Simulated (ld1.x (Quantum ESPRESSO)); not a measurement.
# Before and after: TM potential for Ca (Z = 20)

calcium, norm-conserving Troullier–Martins (Kleinman–Bylander form), made with ld1.x (Quantum ESPRESSO) 7.5 (PBE, scalar-relativistic). Core [Ne] 3s2, reference 3p6 3d0 4s2 4p0. Waves: 4s (bound): rc 3.40 bohr; 3d (bound, empty): rc 3.00 bohr; 3p (bound): rc 1.65 bohr. Local part: the p channel. Core correction: a·sin(br)/r model core inside 1.45 bohr.

Change: wave 3p (bound): rc 1.65 bohr becomes 3p (bound): rc 1.24 bohr.

Cutoffs: the cutoffs (Ry, on a coarse ladder) from which the occupation-weighted sum of valence levels, in a spherical-Bessel basis at the reference potential, stays within 10 and 1 mRy of its value at 400 Ry; they do not see the model core or the augmentation charge, which bear on the density cutoff. Errors are all-electron minus pseudo energies relative to the spin-unpolarised reference configuration.

**Question.** Predict the effect on cutoff, ghosts and configuration errors.

**Answer.** The potential gets harder (30 Ry and 50 Ry → 55 Ry and 80 Ry); both files keep a bound ghost (s); of the 7 tests that both files solve, the error grows in 0 and shrinks in 3 by more than 15 % and 0.3 meV (median size 9.0 → 3.0 meV). A smaller radius makes the pseudo-wave follow the all-electron one further in, where it bends more sharply, so more plane waves are needed. Less of the atom is replaced, so other configurations are described better.

| quantity | base | changed |
| --- | --- | --- |
| cutoff, loose | 30 Ry | 55 Ry |
| cutoff, tight | 50 Ry | 80 Ry |
| bound ghosts | s | s |
| error for 3p6 3d0 4s1 4p0, meV [ΔE 6.31 eV] | +1.8 | +1.1 |
| error for 3p6 3d0 4s0 4p0, meV [ΔE 18.13 eV] | +2.9 | +3.0 |
| error for 3p6 3d0 4s1.5 4p0, meV [ΔE 2.50 eV] | +0.4 | +0.2 |
| error for 3p6 3d1 4s1 4p0, meV [ΔE 2.28 eV] | +21 | +21 |
| error for 3p6 3d0 4s1 4p1, meV [ΔE 2.42 eV] | +9.0 | +2.4 |
| error for 3p6 3d0.5 4s1.5 4p0, meV [ΔE 1.05 eV] | +9.3 | +8.9 |
| error for 3p6 3d0 4s0 4p1, meV [ΔE 9.36 eV] | +16 | +4.4 |
| s: phases at 3.71 bohr within 0.05 rad from the reference energy up to (Ry; the scan ends near 5) | 1.3 | 1.5 |
| p: phases at 3.71 bohr within 0.05 rad from the reference energy up to (Ry; the scan ends near 5) | 2.6 | 2.8 |
| d: phases at 3.71 bohr within 0.05 rad from the reference energy up to (Ry; the scan ends near 5) | 0.6 | 0.6 |

 A true bound ghost makes a file unfit for plane-wave use even where its test errors are small: the radial tests pick states by their node count and pass the ghost by.
